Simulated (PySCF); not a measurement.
A side-by-side comparison of computed properties.

First species: C₇H₉F.
Geometry (GFN2-xTB, Å), atoms numbered from 1 in this order:
```xyz
17
C7H9F angstrom
C     -3.0618    0.8357    0.3039
C     -1.8547    0.4536   -0.1014
C     -1.2587   -0.8072    0.2807
C     -0.0336   -1.2259   -0.0368
C      0.9866   -0.4544   -0.8241
F      1.8809   -1.3432   -1.3895
C      1.7039    0.5146    0.0785
C      2.9791    0.4275    0.4021
H     -3.4925    1.7767    0.0088
H     -3.6598    0.2169    0.9524
H     -1.2764    1.1000   -0.7469
H     -1.8871   -1.4531    0.8798
H      0.3241   -2.1861    0.3063
H      0.5289    0.0806   -1.6687
H      1.0639    1.2918    0.4718
H      3.6074   -0.3545    0.0103
H      3.4429    1.1388    1.0630
```

Second species: C5H5F3Si.
Structure used (GFN2-xTB), in Å, numbered top down from 1:
```
atom  x, y, z in Å
C1    -0.9968    2.2137    0.6351
C2    -0.3229    1.2611    0.3514
C3     0.5351    0.1869    0.0266
C4     0.1216   -1.0423   -0.2870
Si5   -1.6990   -1.5400   -0.3437
C6     1.9979    0.5662    0.0664
F7     2.3762    1.0033    1.2812
F8     2.8158   -0.4519   -0.2390
F9     2.2888    1.5567   -0.7964
H10   -1.6069    3.0313    0.8801
H11    0.8772   -1.7809   -0.5176
H12   -2.2810   -1.3343    0.9819
H13   -1.7277   -2.9535   -0.7183
H14   -2.3791   -0.7169   -1.3428
```

Levels: CAM-B3LYP/def2-SVPD for dipole moment, HOMO energy, LUMO energy, HOMO–LUMO gap, static isotropic polarisability and electronic spatial extent ⟨r²⟩ about the centre of nuclear charge; TDDFT CAM-B3LYP/def2-SVPD for lowest singlet excitation; TDA CAM-B3LYP/def2-SVPD for lowest triplet excitation (Tamm–Dancoff); GFN2-xTB for rotational constant A and rotational constant C. Geometries: GFN2-xTB. All species are isolated and taken at one optimised geometry, non-relativistic unless stated; the electronic structure was computed with PySCF and density fitting.

Dipoles, sizes and rotational constants follow the conformer. The torsions of the flexible species, by atom-mapped SMILES:
- `[CH2:1]=[CH:2]/[CH:3]=[CH:4]\[C@H:5]([F:6])[CH:7]=[CH2:8]`: C1–C2–C3–C4 -177°, C3–C4–C5–F6 -157°, C4–C5–C7–C8 113°
- `[CH:1]#[C:2]/[C:3](=[CH:4]\[SiH3:5])[C:6]([F:7])([F:8])[F:9]`: C2–C3–C6–F7 60°

Q: Which of the two has the higher rotational constant A, and by how much?

A: The first: 4.130 GHz against 2.075 GHz, a difference of 2.055 GHz.

Q: Which of the two has the higher rotational constant C, and by how much?

A: The first: 0.913 GHz against 0.713 GHz, a difference of 0.200 GHz.

Q: Which has the higher static isotropic polarisability?

A: The first: 91.7 au against 87.9 au, a difference of 3.8 au.

Q: Which of the two has the higher LUMO energy, and by how much?

A: The first: -0.09 eV against -0.94 eV, a difference of 0.85 eV.

Q: Which has the higher S1 energy?

A: The first: 5.65 eV against 5.36 eV, a difference of 0.29 eV.

Q: Which has the higher ⟨r²⟩?

A: The second: 1554 bohr² against 1280 bohr², a difference of 274 bohr².

Q: Which has the higher HOMO energy?

A: The first: -8.14 eV against -9.16 eV, a difference of 1.02 eV.

Q: Which has the higher dipole moment?

A: The second: 2.61 D against 1.93 D, a difference of 0.68 D.

On the first: No computed singlet falls in the visible range (750 to 380 nm, 1.65 to 3.26 eV); S1 lies 2.39 eV above its blue end. The dipole matches unit charges of opposite sign 0.40 Å apart (1 e·Å = 4.8032 D).

On the second: The dipole equals about 8.7 × 10⁻³⁰ C·m (1 D = 3.33564 × 10⁻³⁰ C·m). S1 lies 2.86 eV below the HOMO–LUMO gap; its leading configuration is HOMO−1→LUMO, weight 0.94.
